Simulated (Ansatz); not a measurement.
Born–Oppenheimer molecular dynamics of C3H10O2Si (16 atoms, charge 0, multiplicity 1). It starts from a relaxed structure.

Level of theory: RKS PBE0/STO-3G (Ansatz 0.2.0).

* ensemble: NVE (velocity Verlet)
* time step: 0.5 fs
* steps asked: 100
* starting velocities drawn for: 1000 K
* seed: 334758

Frames 1 fs apart, positions in Å.

Velocities at 30 fs (Å/ps):

```
Si -2.08 -0.96 -1.45
C 7.12 1.80 -0.80
H -24.57 -11.05 -11.90
H -7.42 -36.44 -2.69
H 24.45 5.72 -9.97
O -5.36 0.26 -3.39
C -1.61 -2.21 9.50
H 50.44 3.31 14.37
H 16.61 -27.52 16.78
H 5.83 43.43 -21.71
O -1.41 2.08 0.84
C -0.14 4.21 -1.67
H -13.73 4.59 -36.11
H 49.84 -53.70 42.97
H -10.73 0.51 11.50
H 10.44 15.47 -5.98
```

```xyz
16
Properties=species:S:1:pos:R:3 time_fs=30 energy_less_start_eV=0.674 T=630
Si -0.002 -0.023 -0.330
C 0.041 -0.198 1.490
H -0.806 -0.106 2.167
H 0.462 -1.202 1.788
H 0.750 0.503 1.853
O 1.589 0.113 -0.992
C 2.395 -0.965 -0.400
H 1.899 -1.936 -0.267
H 3.310 -1.137 -1.054
H 2.757 -0.609 0.591
O -0.741 1.420 -0.899
C -2.171 1.510 -0.713
H -2.679 0.708 -0.101
H -2.343 2.491 -0.173
H -2.705 1.614 -1.660
H -0.548 -1.352 -0.954
16
Properties=species:S:1:pos:R:3 time_fs=31 energy_less_start_eV=0.699 T=617
Si -0.004 -0.025 -0.332
C 0.048 -0.197 1.490
H -0.834 -0.116 2.152
H 0.453 -1.232 1.782
H 0.779 0.513 1.845
O 1.583 0.113 -0.995
C 2.394 -0.966 -0.391
H 1.947 -1.935 -0.252
H 3.322 -1.163 -1.034
H 2.764 -0.568 0.570
O -0.742 1.422 -0.898
C -2.171 1.514 -0.714
H -2.691 0.714 -0.139
H -2.295 2.435 -0.131
H -2.717 1.614 -1.652
H -0.536 -1.327 -0.956
16
Properties=species:S:1:pos:R:3 time_fs=32 energy_less_start_eV=0.786 T=570
Si -0.007 -0.026 -0.335
C 0.056 -0.198 1.491
H -0.862 -0.121 2.127
H 0.440 -1.247 1.768
H 0.811 0.528 1.843
O 1.578 0.113 -0.998
C 2.395 -0.966 -0.383
H 1.986 -1.944 -0.235
H 3.321 -1.184 -1.008
H 2.772 -0.532 0.552
O -0.743 1.423 -0.897
C -2.171 1.519 -0.714
H -2.699 0.720 -0.178
H -2.253 2.384 -0.088
H -2.730 1.615 -1.652
H -0.523 -1.288 -0.950
16
Properties=species:S:1:pos:R:3 time_fs=33 energy_less_start_eV=0.877 T=519
Si -0.010 -0.028 -0.338
C 0.064 -0.201 1.495
H -0.885 -0.122 2.093
H 0.423 -1.245 1.749
H 0.840 0.539 1.845
O 1.573 0.112 -1.002
C 2.397 -0.964 -0.375
H 2.013 -1.963 -0.214
H 3.311 -1.198 -0.980
H 2.783 -0.503 0.541
O -0.744 1.424 -0.897
C -2.171 1.522 -0.714
H -2.705 0.719 -0.215
H -2.222 2.346 -0.040
H -2.743 1.620 -1.656
H -0.511 -1.241 -0.940
16
Properties=species:S:1:pos:R:3 time_fs=34 energy_less_start_eV=0.975 T=465
Si -0.013 -0.030 -0.341
C 0.072 -0.204 1.500
H -0.900 -0.117 2.051
H 0.406 -1.230 1.726
H 0.859 0.543 1.847
O 1.568 0.110 -1.004
C 2.400 -0.961 -0.369
H 2.027 -1.988 -0.189
H 3.296 -1.204 -0.954
H 2.796 -0.479 0.538
O -0.743 1.424 -0.897
C -2.170 1.525 -0.713
H -2.711 0.709 -0.245
H -2.204 2.327 0.013
H -2.752 1.633 -1.663
H -0.505 -1.195 -0.929
16
Properties=species:S:1:pos:R:3 time_fs=35 energy_less_start_eV=1.085 T=405
Si -0.015 -0.032 -0.345
C 0.081 -0.207 1.506
H -0.905 -0.108 2.003
H 0.392 -1.211 1.703
H 0.864 0.535 1.851
O 1.564 0.107 -1.008
C 2.403 -0.956 -0.363
H 2.032 -2.009 -0.159
H 3.283 -1.205 -0.936
H 2.809 -0.463 0.541
O -0.743 1.423 -0.897
C -2.169 1.528 -0.713
H -2.716 0.687 -0.269
H -2.200 2.321 0.067
H -2.755 1.655 -1.667
H -0.510 -1.162 -0.922
16
Properties=species:S:1:pos:R:3 time_fs=36 energy_less_start_eV=1.111 T=391
Si -0.018 -0.032 -0.349
C 0.089 -0.209 1.512
H -0.904 -0.093 1.954
H 0.385 -1.201 1.684
H 0.856 0.517 1.857
O 1.560 0.104 -1.010
C 2.406 -0.951 -0.357
H 2.030 -2.018 -0.127
H 3.277 -1.200 -0.931
H 2.821 -0.455 0.549
O -0.741 1.422 -0.898
C -2.168 1.530 -0.712
H -2.718 0.658 -0.289
H -2.209 2.320 0.112
H -2.751 1.687 -1.666
H -0.530 -1.150 -0.925
16
Properties=species:S:1:pos:R:3 time_fs=37 energy_less_start_eV=0.975 T=465
Si -0.020 -0.032 -0.352
C 0.098 -0.209 1.517
H -0.900 -0.074 1.909
H 0.385 -1.207 1.673
H 0.841 0.494 1.866
O 1.557 0.099 -1.013
C 2.408 -0.945 -0.350
H 2.023 -2.008 -0.095
H 3.281 -1.191 -0.940
H 2.831 -0.455 0.561
O -0.740 1.421 -0.900
C -2.167 1.532 -0.710
H -2.715 0.626 -0.307
H -2.231 2.317 0.144
H -2.739 1.728 -1.660
H -0.565 -1.160 -0.936
16
Properties=species:S:1:pos:R:3 time_fs=38 energy_less_start_eV=0.768 T=579
Si -0.022 -0.032 -0.355
C 0.105 -0.209 1.520
H -0.898 -0.051 1.871
H 0.393 -1.229 1.669
H 0.825 0.473 1.882
O 1.554 0.094 -1.016
C 2.410 -0.939 -0.343
H 2.013 -1.980 -0.065
H 3.292 -1.179 -0.960
H 2.839 -0.461 0.573
O -0.738 1.419 -0.901
C -2.167 1.534 -0.706
H -2.706 0.598 -0.326
H -2.262 2.308 0.158
H -2.722 1.778 -1.648
H -0.613 -1.185 -0.953
16
Properties=species:S:1:pos:R:3 time_fs=39 energy_less_start_eV=0.618 T=661
Si -0.023 -0.030 -0.359
C 0.111 -0.209 1.521
H -0.899 -0.026 1.843
H 0.404 -1.258 1.672
H 0.816 0.461 1.909
O 1.552 0.087 -1.018
C 2.412 -0.933 -0.335
H 2.001 -1.938 -0.039
H 3.302 -1.164 -0.985
H 2.844 -0.473 0.585
O -0.736 1.417 -0.903
C -2.167 1.536 -0.700
H -2.689 0.577 -0.348
H -2.301 2.292 0.155
H -2.699 1.833 -1.632
H -0.666 -1.216 -0.970
16
Properties=species:S:1:pos:R:3 time_fs=40 energy_less_start_eV=0.573 T=686
Si -0.025 -0.030 -0.362
C 0.116 -0.210 1.520
H -0.904 -0.001 1.825
H 0.413 -1.283 1.681
H 0.819 0.460 1.945
O 1.551 0.080 -1.020
C 2.414 -0.926 -0.328
H 1.985 -1.888 -0.015
H 3.305 -1.145 -1.010
H 2.848 -0.488 0.596
O -0.734 1.414 -0.906
C -2.167 1.536 -0.693
H -2.667 0.566 -0.374
H -2.345 2.269 0.139
H -2.674 1.891 -1.613
H -0.720 -1.243 -0.983
16
Properties=species:S:1:pos:R:3 time_fs=41 energy_less_start_eV=0.639 T=650
Si -0.026 -0.029 -0.365
C 0.121 -0.213 1.517
H -0.910 0.022 1.819
H 0.416 -1.296 1.694
H 0.829 0.467 1.988
O 1.550 0.072 -1.022
C 2.417 -0.918 -0.322
H 1.964 -1.841 0.004
H 3.296 -1.125 -1.027
H 2.851 -0.503 0.607
O -0.732 1.413 -0.909
C -2.167 1.536 -0.684
H -2.642 0.563 -0.404
H -2.390 2.245 0.118
H -2.648 1.951 -1.594
H -0.769 -1.258 -0.987
```

Of the whole run (50 fs, mean temperature of the second half 536 K): The conserved energy stayed within 0.64 meV per atom of its start (net change 0.39 meV per atom), so the integration is sound. A run of 0.05 ps of so small a system gives no equilibrium averages. Limits of this set-up: minimal basis.

Time of the run: 3.3 min on 1 thread of Intel(R) Xeon(R) 6975P-C (Granite Rapids), on a shared host, peak memory 0.14 GiB.
